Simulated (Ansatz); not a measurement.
Molecule: sum formula H$_{4}$Si$_{2}$OF, charge 0, multiplicity 2. It need not be the lowest isomer of its formula. 
Geometry from a B3LYP-D3(BJ)/def2-TZVP (Ansatz, a program for electronic structure) optimisation:
```
O
Si 1 1.6228
F 2 1.6005 1 109.46
Si 1 1.6471 2 150.83 3 -45.73
H 2 1.4709 3 107.79 1 118.24
H 2 1.4739 5 113.28 3 -118.45
H 4 1.4865 1 107.46 2 -160.00
H 4 1.4901 7 110.53 1 -119.43
```
Charge 0, spin multiplicity 2.

Basis-set convergence of Hartree-Fock and MP2 correlation energies (hartree) with Ansatz. Cores are frozen in the correlated levels unless marked. UHF or UKS for open shells. Spin-orbit coupling is left out. Non-relativistic.

| basis | functions | E(HF) | E(corr, MP2) |
|---|---|---|---|
| cc-pV(D+d)Z | 94 | -754.61887 | -0.54618 |
| cc-pV(T+d)Z | 194 | -754.72572 | -0.70686 |
| cc-pV(Q+d)Z | 358 | -754.75055 | -0.76683 |

Extrapolating the two largest sets (X = 3 and 4) as X^-3: E(corr) = (64·(-0.76683) - 27·(-0.70686))/37 = -0.8106 Eh, an estimate of the basis-set limit. The largest set recovers 94.6 % of it, the smallest 67.4 %.
